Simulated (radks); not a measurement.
Correlation energies from several functionals, in hartree. Species: Yb2+ [Xe] 4f14; Lu2+ [Xe] 4f14 6s1; Pd [Kr] 4d10. Calculated with a radial shooting solver on a logarithmic mesh with Libxc functionals: non-relativistic Kohn-Sham, exchange-only LDA, spin-polarised, spherical densities, point nucleus. Every spin shell is full or empty, so the densities are truly spherical. Functionals are evaluated on that one density, not self-consistently.

functional     Yb2+     Lu2+       Pd
PW92        -7.0446  -7.1370  -4.3376
Wigner      -3.6929  -3.7148  -2.4549
PBEsol      -4.5920  -4.6448  -2.7306
LYP         -3.6912  -3.7333  -2.3141
P86         -4.6035  -4.6582  -2.7305
PW91        -4.3983  -4.4489  -2.6025
OP (B88)    -3.6182  -3.6526  -2.2444
TPSS        -4.0915  -4.1353  -2.4110
revTPSS     -4.1272  -4.1712  -2.4420
SCAN        -4.1495  -4.2007  -2.4175
B95         -5.0809  -5.1462  -2.9180
